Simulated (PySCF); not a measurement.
# A computed series M(NO2)3

Computed with PySCF 2.14.0, B3LYP, def2-SVP on the ligands, density fitting, scalar-relativistic core potentials, no spin-orbit coupling, vacuum. Each member is relaxed from one template within its symmetry. Distances are means of the shortest metal–ligand contacts, charges and spins Mulliken's; removal energies are rigid, with the ligand's formal charge and no counterpoise, so too large; for an anion taken off a cation in vacuum most of it is the attraction of opposite charges, and multiply charged cations can part far more cheaply with an electron moved from ligand to metal. lcecp potentials hold a fixed number of 4f electrons in the core, out of states, spins and gaps.

Q: Order these by the M–NO2 distance, lowest first.
A. Lu, lcecp-1-SVP with ECP60
B. Eu, lcecp-1-SVP with ECP52
C. Er, lcecp-1-SVP with ECP57

A: A (2.294), C (2.326), B (2.392).

Q: What else do they give?

A: 
```json
{"metal": "Eu", "basis on the metal": "lcecp-1-SVP with ECP52", "point group": "D3h", "M–NO2 (Å)": "2.392", "charge on M (e)": "1.23", "removal of one NO2 (eV)": "9.63", "strongest infrared band, degenerate modes summed (cm⁻¹)": "–", "unstable modes (below −25 cm⁻¹)": "1 (soft)"}
{"metal": "Er", "basis on the metal": "lcecp-1-SVP with ECP57", "point group": "D3", "M–NO2 (Å)": "2.326", "charge on M (e)": "1.19", "removal of one NO2 (eV)": "9.89", "strongest infrared band, degenerate modes summed (cm⁻¹)": "1300", "unstable modes (below −25 cm⁻¹)": "0"}
{"metal": "Lu", "basis on the metal": "lcecp-1-SVP with ECP60", "point group": "D3", "M–NO2 (Å)": "2.294", "charge on M (e)": "1.14", "removal of one NO2 (eV)": "10.02", "strongest infrared band, degenerate modes summed (cm⁻¹)": "1302", "unstable modes (below −25 cm⁻¹)": "0"}
```

From Eu to Lu the M–NO2 distance shrinks by 0.10 Å, the lanthanide contraction, and the energy to remove one NO2 rises by 0.39 eV.

Members with unstable modes aren't minima as they stand: saddle points kept by symmetry or, where the modes are soft, flat surfaces and noise. Moved off a saddle point of the template and relaxed again: Er, Lu. One start shape was tried for each, so a minimum needn't be the lowest isomer.
